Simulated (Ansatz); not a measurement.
CH$_{7}$NSiTe (`C[Te][SiH2]N`). Total charge 0; spin multiplicity 1. Te: def2 effective core potential. Geometry: relaxed with PBE0-D4/def2-TZVP. It is one conformer, not always the lowest.

```xyz
11

C    -0.353    0.966    1.788
Te   -0.649   -1.136    1.448
Si   -0.391   -0.940   -1.012
N     1.102   -0.176   -1.372
H    -1.270    1.506    1.565
H    -0.088    1.090    2.835
H     0.461    1.306    1.151
H    -1.430   -0.082   -1.637
H    -0.565   -2.338   -1.500
H     1.210    0.365   -2.214
H     1.975   -0.561   -1.051
```

**Question.** What is the dipole moment at PBE/def2-TZVPP? (An estimate is asked.)

**Answer.** Computed: 2.10 D, with components (1.40, 1.28, -0.90) D in this frame, pointing from negative to positive charge.

**Question.** And with r2SCAN, B3LYP, ωB97M-V? (Best estimate.)

**Answer.** Ansatz gave: r2SCAN 2.20 D, B3LYP 2.08 D, ωB97M-V 2.15 D.

**Question.** Give the Mulliken charges with PBE, B3LYP, r2SCAN in def2-TZVPP. (An estimate is asked.)

**Answer.** Ansatz gave: 
| atom | PBE | B3LYP | r2SCAN |
| --- | --- | --- | --- |
| C1 | -0.44 | -0.47 | -0.35 |
| Te2 | -0.01 | 0.00 | -0.05 |
| Si3 | 0.23 | 0.32 | 0.35 |
| N4 | -0.37 | -0.39 | -0.45 |
| H5 | 0.14 | 0.14 | 0.12 |
| H6 | 0.14 | 0.14 | 0.11 |
| H7 | 0.14 | 0.14 | 0.11 |
| H8 | -0.06 | -0.07 | -0.08 |
| H9 | -0.08 | -0.09 | -0.10 |
| H10 | 0.15 | 0.14 | 0.16 |
| H11 | 0.16 | 0.14 | 0.16 |

B3LYP here is the variant with VWN-RPA as its local correlation; programs differ in this.
